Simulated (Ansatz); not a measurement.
Dissociation curve of C₄H₁₂Ge, SMILES C[C](C)(C)[GeH3]. The C2–C14 bond (C2 also carries C, C, Ge; C14 carries H, H, H) is varied alone, starting from the PBE0/def2-SVP optimised geometry.

Method: Ansatz (a program for electronic structure) with unrestricted PBE0/def2-SVP.

Relative to R = 1.53 Å, what are the energies at R = 1.34, 1.63, 2.22, 2.51 Å?

26.3 mEh at 1.34 Å, 4.4 mEh at 1.63 Å, 89.8 mEh at 2.22 Å, 129.2 mEh at 2.51 Å.

The unrestricted determinant behind UKS-PBE0 is spin-contaminated at 2.51 to 4.47 Å (<S²> up to 1.0, against 0.00 for a pure singlet).
